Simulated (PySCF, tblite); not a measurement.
Species: C7H15P.
Structure used (GFN2-xTB), in Å, numbered top down from 1:
```xyz
23
C7H15P angstrom
C     -1.264   -1.048   -1.532
P     -1.041   -0.133   -0.113
C     -2.288    0.545    1.128
C      0.120   -1.018    0.991
C      1.450   -1.184    0.266
C      2.092    0.160   -0.069
C      1.270    0.952   -1.083
C     -0.082    1.372   -0.519
H     -1.854   -0.496   -2.263
H     -1.726   -2.010   -1.308
H     -1.824    1.099    1.942
H     -2.980    1.197    0.594
H     -2.853   -0.293    1.536
H     -0.307   -1.995    1.234
H      0.246   -0.455    1.920
H      2.134   -1.769    0.888
H      1.275   -1.733   -0.661
H      2.214    0.748    0.846
H      3.087   -0.018   -0.484
H      1.828    1.840   -1.391
H      1.100    0.329   -1.964
H     -0.641    1.952   -1.258
H      0.039    1.984    0.379
```

Computed with PBE0/pcSseg-1 in PySCF (dipole) on a GFN2-xTB geometry, gas phase.

Take the most abundant isotopes and a rigid rotor. The values belong to one conformer with, in the numbering `[CH2:1]=[P:2]1([CH3:3])[CH2:4][CH2:5][CH2:6][CH2:7][CH2:8]1`, C1–P2–C4–C5 60°, P2–C4–C5–C6 62°, C4–C5–C6–C7 -66°, C5–C6–C7–C8 66°.

Task: Give the principal moments of inertia and the rotational constants in MHz.

Result: Ia = 207.05, Ib = 356.50, Ic = 384.18 u·Å²; 505379 MHz·u·Å²/I gives A = 2441, B = 1418, C = 1315 MHz.

Task: What kind of rotor is it?

Result: An asymmetric top; Ray's κ = -0.818.

Task: Is it planar, by Δ = Ic − Ia − Ib?

Result: Not planar: Δ = Ic − Ia − Ib = -179.37 u·Å². For a rigid frame Δ = −2 Σ m c², so Σ m c² = 89.69 u·Å² lies off the ab plane: 26.31 from hydrogen and 63.38 from heavier atoms. The atom farthest from that plane is 2.25 Å away.

Task: Where do the levels up to J = 2 lie, in MHz?

Result: Above 0(0,0):
J = 1: 1(0,1) 2733, 1(1,1) 3756, 1(1,0) 3858
J = 2: 2(0,2) 8192, 2(1,2) 9120, 2(1,1) 9427, 2(2,1) 12496, 2(2,0) 12504
The levels of one J sum to (2J + 1)J(J + 1)(A + B + C)/3.

Task: Which types of transition are allowed, and where do some lines up to J = 2 fall?

Result: The dipole components are |μa| = 0.21 D, |μb| = 0.00 D, |μc| = 2.89 D; the mirror of this Cs structure is the ac plane, so μb vanishes by symmetry and there are no b-type lines. The squared components, which scale the intensities, stand as 0.01 : 1.00 (a : c). Some lines, for components of 0.1 D or more:

| type | branch | J(Ka,Kc) | MHz | lower level (cm⁻¹) |
| --- | --- | --- | --- | --- |
| a | Q | 2(1,1) ← 2(1,2) | 306 | 0.304 |
| c | Q | 2(1,2) ← 2(0,2) | 928 | 0.273 |
| c | Q | 1(1,1) ← 1(0,1) | 1023 | 0.091 |
| a | R | 1(0,1) ← 0(0,0) | 2733 | 0.000 |
| c | Q | 2(2,1) ← 2(1,1) | 3070 | 0.314 |
| c | R | 1(1,0) ← 0(0,0) | 3858 | 0.000 |
| a | R | 2(1,2) ← 1(1,1) | 5364 | 0.125 |
| a | R | 2(0,2) ← 1(0,1) | 5459 | 0.091 |
| a | R | 2(1,1) ← 1(1,0) | 5568 | 0.129 |
| c | R | 2(1,1) ← 1(0,1) | 6694 | 0.091 |
| c | R | 2(2,0) ← 1(1,0) | 8645 | 0.129 |
| c | R | 2(2,1) ← 1(1,1) | 8740 | 0.125 |

Task: Estimate the classical rotational partition function at 10 K, 50 K and 200 K.

Result: Point group Cs, symmetry number σ = 1; q = (√π/σ)·√((kT/h)³/(ABC)), k/h = 20836.6 MHz/K: 2500 at 10 K, 27900 at 50 K, 223000 at 200 K.

Its GFN2-xTB frequencies are all real (lowest 114 cm⁻¹). Zero-point vibration and centrifugal distortion are left out. A rigid rotor knows nothing of internal rotation, which can split or shift real lines.

Time: 44 s; peak memory 1.1 GiB. Hardware: one thread, Intel Xeon 6975P-C (x86_64), no GPU, shared host. This is the PBE0/pcSseg-1 job that gave the dipole, with the shieldings it also computed.
